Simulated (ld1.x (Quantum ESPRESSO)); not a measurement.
# LDA (PZ) RRKJ dataset for gadolinium, non-relativistic all-electron reference.

* Element: Gd (Z = 64)
* Generator: ld1.x (Quantum ESPRESSO) 7.5
* Type: norm-conserving RRKJ (Kleinman–Bylander form)
* Functional: LDA (PZ)
* Relativity: non-relativistic
* Frozen core: [Kr] 4d10
* Valence charge: 18
* Reference configuration: 4f7 5s2 5p6 5d1 6s2 6p0
* Partial waves: 5p (bound): rc 2.10 bohr; 5d (bound): rc 2.70 bohr; 4f (bound): rc 1.15 bohr; 5s (bound): rc 1.45 bohr
* Local potential: the s channel
* Core correction: none
* rho0: 0.02

Occupied shells without a wave of their own: 6s. They enter only through the test configuration that unscreens the potential.

All-electron outer shells of the reference configuration (LDA (PZ), non-relativistic, ld1.x):

```json
{"shell": "4p", "level (eV)": "-263.12", "outermost node (bohr)": "0.30", "outermost maximum (bohr)": "0.55"}
{"shell": "4d", "level (eV)": "-150.52", "outermost node (bohr)": "0.27", "outermost maximum (bohr)": "0.56"}
{"shell": "5s", "level (eV)": "-43.76", "outermost node (bohr)": "0.70", "outermost maximum (bohr)": "1.27"}
{"shell": "5p", "level (eV)": "-26.62", "outermost node (bohr)": "0.72", "outermost maximum (bohr)": "1.39"}
{"shell": "4f", "level (eV)": "-13.30", "outermost node (bohr)": "–", "outermost maximum (bohr)": "0.56"}
{"shell": "6s", "level (eV)": "-3.92", "outermost node (bohr)": "1.71", "outermost maximum (bohr)": "3.59"}
{"shell": "5d", "level (eV)": "-3.46", "outermost node (bohr)": "0.79", "outermost maximum (bohr)": "1.92"}
{"shell": "6p", "level (eV)": "-1.51", "outermost node (bohr)": "1.97", "outermost maximum (bohr)": "4.61"}
```

Does the generator finish with these settings?

Yes, a potential is produced.

Estimate the cutoffs (Ry, on a coarse ladder) from which the occupation-weighted sum of valence levels, in a spherical-Bessel basis at the reference potential, stays within 10 and 1 mRy of its value at 400 Ry.

230 Ry and 300 Ry.

Does the potential have ghost states?

Ghost state, extra bound levels that the all-electron valence spectrum of the same l lacks: p at -499.9 eV. A true bound ghost makes a file unfit for plane-wave use.

Which valence shell sets the plane-wave cutoff?

4f: its level needs 230 Ry to come within 1 mRy, against 90 Ry for 5s.

Tests: 4f7 5s2 5p6 5d1 6s1 6p0; 4f7 5s2 5p6 5d1 6s0 6p0; 4f7 5s2 5p6 5d0 6s0 6p0; 4f7 5s2 5p5 5d1 6s2 6p0; 4f7 5s2 5p6 5d1.5 6s1.5 6p0; 4f6 5s2 5p6 5d2 6s2 6p0; 4f7 5s2 5p6 5d1 6s0 6p2. Which has the largest error in its energy relative to the reference configuration, and how large is it?

4f6 5s2 5p6 5d2 6s2 6p0, with -258 meV (all-electron minus pseudo) on +12.85 eV.
